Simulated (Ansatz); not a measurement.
`P[SiH2]C1CC1` + `C[SeH]` → `[SiH3]C1CC1` + `C[Se]P` at 600 K and 1 bar (redistribution).

Program: Ansatz. Geometries: PBE0-D4/def2-TZVP. ΔE: electronic, gas phase. CCSD(T)/CBS adds triple-zeta CCSD(T) − MP2 to the extrapolated MP2 energy (def2 sets, frozen cores). For Se outer-core shells are correlated without core-valence functions, which leaves a few kJ/mol of doubt a bond. Scalar relativity is left out up to krypton. Each species was taken in one conformer, which may not be the lowest.

```tsv
species	CCSD(T)/CBS energy (Eh)	H − E (kJ/mol)	S (J/(mol·K))
`P[SiH2]C1CC1`	-749.56339	352.5	470.8
`C[SeH]`	-2441.15625	149.5	312.9
`[SiH3]C1CC1`	-408.01449	309.6	393.4
`C[Se]P`	-2782.70431	192.9	391.6
```

H − E and S are ideal-gas, rigid-rotor, harmonic terms from PBE0-D4/def2-TZVP, for one conformer and one mirror image of each species. 1 Eh = 2625.50 kJ/mol, R = 8.31446 J/(mol·K).

Question: By hand: ΔE, ΔH, ΔS and ΔG.

Answer: ΔE = (-408.01449) + (-2782.70431) − (-749.56339) − (-2441.15625) = 0.00084 Eh = 2.2 kJ/mol. Δ(H − E) = 309.6 + 192.9 − 352.5 − 149.5 = 0.5, so ΔH = 2.7 kJ/mol. ΔS = 393.4 + 391.6 − 470.8 − 312.9 = 1.3 J/(mol·K). ΔG = 2.7 − 600 × (1.3)/1000 = 1.9 kJ/mol.

Question: By hand: the equilibrium constant, and the temperature at which ΔG would vanish if ΔH and ΔS stayed fixed.

Answer: log₁₀ K = −ΔG/(RT ln 10) = -0.2. ΔG = 0 at ΔH/ΔS = 2077 K, though so small a ΔH makes that figure unsure.

The number of gas molecules stays the same, so ΔS is small and ΔH decides. The sign of ΔG lies within the doubt. A doubt of 5 kJ/mol in ΔE shifts log₁₀ K by 0.4 here. Other conformers and mirror images would add mixing entropy, several J/(mol·K) or more a flexible species. Modes under 60 cm⁻¹, often nearly free rotors, make the harmonic entropy too high. These are equilibria of isolated gas molecules and say nothing of rates. Largest T1 diagnostic: 0.011 (customary marks: 0.02 for closed shells, 0.045 for open ones).
